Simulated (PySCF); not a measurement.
## MBe for M along the alkali metals

r²SCAN with triple-zeta basis sets in PySCF, for the lowest determinant that a PBE0 search found; no spin–orbit coupling. De refers to high-spin ground-configuration atoms. A positive dipole means M(−)Be(+).

| M | basis | state (unpaired electrons) | Re (Å) | ωe (cm⁻¹) | De (eV) | μ (D) |
| --- | --- | --- | --- | --- | --- | --- |
| Li | cc-pVTZ | doublet (σ ↑) | 2.589 | 348 | 0.63 | -3.03 |
| Na | def2-TZVP | doublet (σ ↑) | 2.912 | 224 | 0.45 | -2.84 |
| K | pcseg-2 | doublet (σ ↑) | 3.416 | 166 | 0.36 | -3.90 |
| Rb | def2-TZVP | doublet (σ ↑) | 3.613 | 147 | 0.33 | -3.89 |
| Cs | def2-TZVP | doublet (σ ↑) | 3.774 | 138 | 0.33 | -4.25 |

The shortest bond is that of LiBe (2.589 Å), the longest that of CsBe (3.774 Å).

The rows differ in basis set, which adds steps of its own.

Down a group the atoms grow and get heavier, so bonds lengthen and wavenumbers fall; this series shows no clear exception.

Weak bonds: CsBe, KBe, NaBe, RbBe. Basis-set superposition, not corrected here, can be much of De in a small basis, most of all at correlated wavefunction levels. Functionals without a dispersion term scatter widely for such bonds, and LDA overbinds them. Spin–orbit coupling is left out. States were picked by a PBE0 search and need not be the measured ground states.
